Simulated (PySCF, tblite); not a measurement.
One entry of a table of gas-phase calculations, keyed by method. Lists by class give the value and the number of equivalent atoms.

```json
{
 "formula": "C4H7O2PSi2",
 "smiles": "C#CC(=O)C(=O)[SiH2][SiH2]P",
 "charge": 0,
 "multiplicity": 1,
 "geometry_level": "GFN2-xTB",
 "electronic_structure_code": "PySCF",
 "results": {
  "GFN2-xTB geometry": {
   "point_group": "C1",
   "rotational_constants_GHz": [1.656, 0.568, 0.462]
  },
  "PBE0/pcSseg-1 ground state and GIAO shieldings, non-relativistic": {
   "dipole_D": 3.09,
   "homo_eV": -7.02,
   "lumo_eV": -3.37,
   "shift_vs_computed_TMS_C_by_class_ppm": [
    [248.1, 1],
    [192.8, 1],
    [111.5, 1],
    [81.7, 1]
   ],
   "shift_vs_computed_TMS_H_by_class_ppm": [
    [4.11, 2],
    [4.0, 2],
    [3.95, 1],
    [1.76, 2]
   ],
   "shielding_other_nuclei_by_class_ppm": [
    ["O", -555.8, 1],
    ["O", -325.7, 1],
    ["Si", 419.0, 1],
    ["Si", 434.5, 1],
    ["P", 602.5, 1]
   ]
  },
  "GFN2-xTB harmonic vibrations, gas phase": {
   "strongest_ir_bands_cm-1_km_per_mol_modes": [
    [582.1, 287.1, 1],
    [727.7, 209.3, 1],
    [783.4, 271.1, 1],
    [1728.5, 374.0, 1],
    [2146.2, 214.3, 1],
    [2264.9, 244.7, 1]
   ],
   "zpe_kcal_per_mol": 53.9
  }
 }
}
```

A dipole of 3.09 D is allowed in C1, and pure rotational transitions are dipole-allowed. The zero-point energy, half the sum of the 42 harmonic wavenumbers, equals 18840 cm⁻¹ or 225 kJ/mol. The rotational constants make it an asymmetric top with κ = (2B − A − C)/(A − C) = -0.82, nearer the prolate limit (−1). The dipole equals about 10.3 × 10⁻³⁰ C·m (1 D = 3.33564 × 10⁻³⁰ C·m). With B = h/(8π²I), that is 505.379 GHz u Å² over I, the principal moments of inertia are 305.2, 890.2 and 1093.2 u Å² (most abundant isotopes).

 NMR classes are plain means over equivalent atoms (diastereotopic ones count apart unless rotation or inversion swaps them), as if these changed places fast; in this geometry the members of some classes differ.

The values belong to the conformer `[CH:1]#[C:2][C:3](=[O:4])[C:5](=[O:6])[SiH2:7][SiH2:8][PH2:9]`: C2–C3–C5–O6 48°, C3–C5–Si7–Si8 -67°, C5–Si7–Si8–P9 108°, H–P9–Si8–Si7 -49°, H–P9–Si8–Si7 44°.
